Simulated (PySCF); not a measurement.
A structure optimised at PBE-D3(BJ)/def2-SVP, used in a PySCF frequency run:

```xyz
13

Ga    -1.0582    -0.0167     0.0000
H     -1.8513    -0.1467     1.3718
H     -1.8513    -0.1467    -1.3718
C      0.9063     0.3668     0.0000
C      1.6100    -0.1152     1.2763
C      1.6100    -0.1152    -1.2763
H      0.9210     1.4851     0.0000
H      2.6746     0.2094     1.3005
H      1.6146    -1.2241     1.3473
H      1.1241     0.2685     2.1966
H      1.1241     0.2685    -2.1966
H      2.6746     0.2094    -1.3005
H      1.6146    -1.2241    -1.3473
```
Charge 0, spin multiplicity 1.

### Question
Write its SMILES, formula and point group.

### Answer
C[CH](C)[GaH2], C3H9Ga, Cs

### Question
What are its rotational constants (standard atomic weights)?

### Answer
7.5209, 2.7258, 2.1265 GHz
